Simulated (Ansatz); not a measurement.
System: C$_{2}$H$_{2}$O, charge 0, multiplicity 1. 
Coordinates optimised at B3LYP-D3(BJ)/def2-TZVP (Ansatz, an electronic-structure program):
SMILES: C1=CO1
```xyz
5

C     -0.5598    -0.3894    -0.1406
C      0.6961    -0.5349    -0.0506
O     -0.1265     0.8836     0.1831
H     -1.5447    -0.7845    -0.3237
H      1.7394    -0.7389     0.0057
```
Charge 0, spin multiplicity 1.

Parts of the frozen-core correlation energy in STO-3G (Ansatz, hartree). Frozen orbitals: 3; correlated occupied orbitals by spin: 8 and 8; virtual: 6 and 6. Spin-orbit coupling is left out. Non-relativistic. The restricted reference is unstable.

```json
[
 {"term": "reference (HF)", "value": "-149.60214"},
 {"term": "MP2 opposite-spin", "value": "-0.15094"},
 {"term": "MP2 same-spin", "value": "-0.03501"},
 {"term": "CCSD correlation", "value": "-0.22255"},
 {"term": "(T)", "value": "-0.00466"},
 {"term": "FCI minus CCSD(T)", "value": "-0.00240"},
 {"term": "T1 diagnostic", "value": "0.016"},
 {"term": "largest doubles amplitude", "value": "0.178"}
]
```
